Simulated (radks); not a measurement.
The numbers below are computed, except where a source is named.
Isoelectronic series with 52 electrons, each ion in its NIST ground configuration. Code: a radial shooting solver on a logarithmic mesh with Libxc functionals. Model: scalar-relativistic Kohn-Sham, SCAN, spin-polarised, spherical densities, finite nucleus; open shells are filled with parallel spins first (spin-orbit coupling, left out, can overturn this in heavy ions); meta-GGA in the generalised Kohn-Sham scheme; Fermi nuclear charge, rms radius of each element as measured or else 0.836 A^(1/3) + 0.57 fm. Total energies (hartree) and orbital eigenvalues (Ry):

[
 {"ion": "Te", "configuration": "[Kr] 4d10 5s2 5p4", "E (hartree)": "-6795.65603", "5p up": "-0.50218", "5s down": "-1.07197"},
 {"ion": "I+", "configuration": "[Kr] 4d10 5s2 5p4", "E (hartree)": "-7117.18302", "5p up": "-1.20676", "5s down": "-1.89235"},
 {"ion": "Xe2+", "configuration": "[Kr] 4d10 5s2 5p4", "E (hartree)": "-7447.24988", "5p up": "-2.04727", "5s down": "-2.84984"},
 {"ion": "Cs3+", "configuration": "[Kr] 4d10 5s2 5p4", "E (hartree)": "-7785.8855", "5p up": "-3.00624", "5s down": "-3.92792"},
 {"ion": "Ba4+", "configuration": "[Kr] 4d10 5s2 5p4", "E (hartree)": "-8133.1204", "5p up": "-4.07444", "5s down": "-5.11779"},
 {"ion": "La5+", "configuration": "[Kr] 4d10 5s2 5p4", "E (hartree)": "-8488.9991", "5p up": "-5.24619", "5s down": "-6.41412"},
 {"ion": "Ce6+", "configuration": "[Kr] 4d10 5s2 5p4", "E (hartree)": "-8853.5632", "5p up": "-6.51766", "5s down": "-7.81348"},
 {"ion": "Pm9+", "configuration": "[Kr] 4d10 4f3 5s2 5p1", "E (hartree)": "-10000.4102", "5p up": "-10.27426", "5s down": "-11.79526"}
]
